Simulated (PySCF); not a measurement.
# BiI3 at several levels of theory

Computed with PySCF 2.14.0 (density fitting, no spin-orbit coupling) at the geometry relaxed with r2SCAN:

```xyz
4
BiI3 (singlet)
Bi    0.0030    0.9385    0.0000
I    -1.2578   -0.3713    2.1775
I    -1.2578   -0.3713   -2.1775
I     2.5191   -0.3575    0.0000
```

```csv
level,basis,state,HOMO (eV),gap (eV),charge on Bi1 (e),dipole about the centre of mass (D),largest force component (eV/Å)
r2SCAN,"Bi def2-SVP with ECP60, I def2-SVP with ECP28",singlet,-6.76,2.99,0.56,2.83,0.07
PBE,the same,singlet,-6.40,2.65,0.49,2.61,0.17
PBE0,the same,singlet,-7.56,4.33,0.56,2.89,0.20
CAM-B3LYP,the same,singlet,-8.67,6.34,0.59,3.00,0.19
r2SCAN,"Bi def2-TZVP with ECP60, I def2-TZVP with ECP28",singlet,-6.79,3.09,0.70,2.60,0.32
r2SCAN,"Bi x2c-SVPall, I x2c-SVPall",singlet,-6.66,3.00,0.63,2.68,0.69
```

Charges are Mulliken's, which hang on the basis. The relaxation used the grid (50, 194), these runs (75, 302) or, all-electron (x2c bases, spin-free X2C Hamiltonian), (99, 590).

What does B3LYP with Bi def2-SVP with ECP60, I def2-SVP with ECP28 give here?

state singlet, HOMO (eV) -7.24, gap (eV) 3.90, charge on Bi1 (e) 0.56, dipole about the centre of mass (D) 2.82, largest force component (eV/Å) 0.22. Time: 6.3 s on 2 threads of Arm Neoverse V1, with other jobs on the host, from an already converged density.

In the first row's basis the gap widens with exact exchange: 2.6 to 3.0 eV for PBE, r2SCAN (none); 3.9 to 4.3 eV for B3LYP, PBE0 (a fixed share); 6.3 eV for CAM-B3LYP (rising or full at long range).

No frequency check is given that shows the relaxed geometry to be a minimum.
